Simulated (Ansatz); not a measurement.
**Molecular dynamics of CH$_{8}$BF$_{2}$NSi**

Input:

```yaml
crystal:
  periodic: [false, false, false]
  atoms:
    - { symbol: B, position_ang: [-0.6691, 1.0664, -0.0685] }
    - { symbol: "N", position_ang: [0.1551, -0.1908, 0.9387] }
    - { symbol: C, position_ang: [-0.5441, -1.3784, 1.3709] }
    - { symbol: F, position_ang: [-1.94, 0.647, -0.232] }
    - { symbol: F, position_ang: [-0.5696, 2.2143, 0.6411] }
    - { symbol: H, position_ang: [0.8531, -0.2464, -0.1935] }
    - { symbol: Si, position_ang: [0.771, 0.7333, -1.7959] }
    - { symbol: H, position_ang: [0.7259, 0.2262, 1.6642] }
    - { symbol: H, position_ang: [0.146, -2.1661, 1.6833] }
    - { symbol: H, position_ang: [-1.1976, -1.1307, 2.2103] }
    - { symbol: H, position_ang: [-1.1638, -1.7394, 0.551] }
    - { symbol: H, position_ang: [2.2073, 0.5588, -1.4454] }
    - { symbol: H, position_ang: [0.7923, 1.8578, -2.7277] }
    - { symbol: H, position_ang: [0.4335, -0.4522, -2.5965] }
magnetization:
  spin_polarized: true
basis:
  gaussian: { orbitals: STO-3G }
hamiltonian:
  xc: revpbe
md:
  timestep: 0.5
  n_steps: 150
  ensemble: nve
  temperature: 100.0
  initial_velocities: maxwell_boltzmann
  seed: 973009
```

Run as:

```bash
$ ansatz run input.yaml --threads 1 --pin off --max-ram 2048MiB --backend cpu --events-out ev --progress --plain --runs-dir out
```

It starts from a rough guess of a transition structure, not a stationary point.

Output, in part (one step line in 6, the closing report, with atoms numbered from 0):

```
md step     0: t =     0.00 fs  T =   100.0 K  F+E_penalty+E_count = -16430.90847988 eV  E_kin = 0.155112 eV  conserved = -16430.75336788 eV  (27 SCF iters)
md step     6: t =     3.00 fs  T =   630.8 K  F+E_penalty+E_count = -16431.74120762 eV  E_kin = 0.978376 eV  conserved = -16430.76283204 eV  (27 SCF iters)
md step    12: t =     6.00 fs  T =   528.8 K  F+E_penalty+E_count = -16431.57546542 eV  E_kin = 0.820217 eV  conserved = -16430.75524856 eV  (27 SCF iters)
md step    18: t =     9.00 fs  T =   499.4 K  F+E_penalty+E_count = -16431.52940921 eV  E_kin = 0.774676 eV  conserved = -16430.75473297 eV  (28 SCF iters)
md step    24: t =    12.00 fs  T =   531.6 K  F+E_penalty+E_count = -16431.58121847 eV  E_kin = 0.824523 eV  conserved = -16430.75669500 eV  (28 SCF iters)
md step    30: t =    15.00 fs  T =   532.8 K  F+E_penalty+E_count = -16431.58496842 eV  E_kin = 0.826436 eV  conserved = -16430.75853212 eV  (29 SCF iters)
md step    36: t =    18.00 fs  T =   865.2 K  F+E_penalty+E_count = -16432.10736588 eV  E_kin = 1.342086 eV  conserved = -16430.76527948 eV  (29 SCF iters)
md step    42: t =    21.00 fs  T =   575.0 K  F+E_penalty+E_count = -16431.64820660 eV  E_kin = 0.891963 eV  conserved = -16430.75624348 eV  (29 SCF iters)
md step    48: t =    24.00 fs  T =   937.6 K  F+E_penalty+E_count = -16432.22178124 eV  E_kin = 1.454355 eV  conserved = -16430.76742589 eV  (29 SCF iters)
md step    54: t =    27.00 fs  T =   896.3 K  F+E_penalty+E_count = -16432.16112115 eV  E_kin = 1.390326 eV  conserved = -16430.77079512 eV  (27 SCF iters)
md step    60: t =    30.00 fs  T =   675.8 K  F+E_penalty+E_count = -16431.80865083 eV  E_kin = 1.048202 eV  conserved = -16430.76044841 eV  (27 SCF iters)
md step    66: t =    33.00 fs  T =   634.2 K  F+E_penalty+E_count = -16431.74356713 eV  E_kin = 0.983687 eV  conserved = -16430.75988026 eV  (29 SCF iters)
md step    72: t =    36.00 fs  T =   586.2 K  F+E_penalty+E_count = -16431.66917855 eV  E_kin = 0.909239 eV  conserved = -16430.75993998 eV  (27 SCF iters)
md step    78: t =    39.00 fs  T =   662.4 K  F+E_penalty+E_count = -16431.79010297 eV  E_kin = 1.027430 eV  conserved = -16430.76267337 eV  (27 SCF iters)
md step    84: t =    42.00 fs  T =   564.8 K  F+E_penalty+E_count = -16431.63188920 eV  E_kin = 0.876023 eV  conserved = -16430.75586590 eV  (29 SCF iters)
md step    90: t =    45.00 fs  T =   700.0 K  F+E_penalty+E_count = -16431.84255547 eV  E_kin = 1.085811 eV  conserved = -16430.75674458 eV  (28 SCF iters)
md step    96: t =    48.00 fs  T =   588.8 K  F+E_penalty+E_count = -16431.66454119 eV  E_kin = 0.913310 eV  conserved = -16430.75123118 eV  (28 SCF iters)
md step   102: t =    51.00 fs  T =   721.4 K  F+E_penalty+E_count = -16431.87739242 eV  E_kin = 1.118932 eV  conserved = -16430.75846058 eV  (29 SCF iters)
md step   108: t =    54.00 fs  T =   647.6 K  F+E_penalty+E_count = -16431.76236113 eV  E_kin = 1.004433 eV  conserved = -16430.75792826 eV  (28 SCF iters)
md step   114: t =    57.00 fs  T =   836.4 K  F+E_penalty+E_count = -16432.06807493 eV  E_kin = 1.297345 eV  conserved = -16430.77073023 eV  (26 SCF iters)
md step   120: t =    60.00 fs  T =   855.0 K  F+E_penalty+E_count = -16432.09479432 eV  E_kin = 1.326232 eV  conserved = -16430.76856184 eV  (28 SCF iters)
md step   126: t =    63.00 fs  T =   437.0 K  F+E_penalty+E_count = -16431.43330352 eV  E_kin = 0.677853 eV  conserved = -16430.75545014 eV  (29 SCF iters)
md step   132: t =    66.00 fs  T =   800.8 K  F+E_penalty+E_count = -16432.00778570 eV  E_kin = 1.242060 eV  conserved = -16430.76572599 eV  (27 SCF iters)
md step   138: t =    69.00 fs  T =   492.6 K  F+E_penalty+E_count = -16431.52028208 eV  E_kin = 0.764069 eV  conserved = -16430.75621310 eV  (29 SCF iters)
md step   144: t =    72.00 fs  T =   605.7 K  F+E_penalty+E_count = -16431.69676507 eV  E_kin = 0.939555 eV  conserved = -16430.75721027 eV  (29 SCF iters)
md step   150: t =    75.00 fs  T =   626.6 K  F+E_penalty+E_count = -16431.72857357 eV  E_kin = 0.971933 eV  conserved = -16430.75664064 eV  (27 SCF iters)
Total energy: -16431.72860677 eV, -603.8548884730 hartree
Atom 0 at    -0.586456     1.204673    -0.344685 Å, force    -1.416600     0.853901     0.609354 eV/Å
Atom 1 at     0.332230    -0.551124     1.418142 Å, force    -0.839139     2.232932     4.516488 eV/Å
Atom 2 at    -0.686584    -1.697561     1.711867 Å, force     1.112002     0.314429    -1.794448 eV/Å
Atom 3 at    -1.853322     0.658764    -0.336148 Å, force     1.306756    -0.076997    -0.167170 eV/Å
Atom 4 at    -0.530962     2.303475     0.496495 Å, force     0.653260    -1.219449    -0.868030 eV/Å
Atom 5 at     1.045929    -0.920946     0.769219 Å, force     1.556986    -1.178412    -0.505714 eV/Å
Atom 6 at     0.652360     0.970682    -1.972547 Å, force    -0.790761    -0.654370     0.334568 eV/Å
Atom 7 at     0.915187    -0.308729     2.479242 Å, force    -1.890346    -1.129922    -4.025892 eV/Å
Atom 8 at    -0.286990    -2.481453     2.368744 Å, force     0.139402    -0.407316     0.567522 eV/Å
Atom 9 at    -1.637438    -1.294987     2.108012 Å, force    -0.015995     0.205529     0.165480 eV/Å
Atom 10 at    -0.875338    -2.174311     0.705478 Å, force    -0.180999     0.251593     0.633249 eV/Å
Atom 11 at     2.067599     0.866409    -1.737925 Å, force     0.509912    -0.192044     0.343702 eV/Å
Atom 12 at     0.548362     2.148635    -2.774588 Å, force    -0.161529     0.760806    -0.401198 eV/Å
Atom 13 at     0.313179    -0.115924    -2.925529 Å, force     0.017049     0.239320     0.592090 eV/Å
Dipole moment:     0.142333    -0.464382     0.432077 e Å
```

All steps were run. The conserved energy stayed within 1.5 meV per atom of its start (net change -0.23 meV per atom), so the integration is sound. The system heated up, since it started high on the potential surface and ran downhill. A run of 0.075 ps of so small a system gives no equilibrium averages. The orbitals stay closed-shell, which can raise the energy where a bond breaks towards radicals; this wasn't checked here. Limits of this set-up: minimal basis.

The step under study would form B1–Si7, N2–H6 and break B1–N2, H6–Si7. These pairs go: B1–Si7 2.27 → 2.06 Å, N2–H6 1.33 → 1.03 Å, B1–N2 1.81 → 2.65 Å, H6–Si7 1.88 → 3.35 Å. In the last frame they stand as after the step (other bonds may differ from the relaxed reactants and products). It ends as BF2H3Si + CH5N. Pairs count as bonded within 1.25 times the sum of covalent radii (0.12 Å more for H–H).

Last frame:

```xyz
14
Properties=species:S:1:pos:R:3
B -0.587 1.205 -0.345
N 0.332 -0.551 1.418
C -0.687 -1.698 1.712
F -1.853 0.659 -0.336
F -0.531 2.304 0.496
H 1.046 -0.921 0.769
Si 0.652 0.971 -1.972
H 0.915 -0.309 2.479
H -0.287 -2.482 2.369
H -1.637 -1.295 2.108
H -0.875 -2.174 0.706
H 2.068 0.866 -1.738
H 0.548 2.149 -2.775
H 0.313 -0.116 -2.925
```

The run took 6.5 min on 1 thread of Intel(R) Xeon(R) 6975P-C (Granite Rapids), on a shared host, peak memory 0.14 GiB.
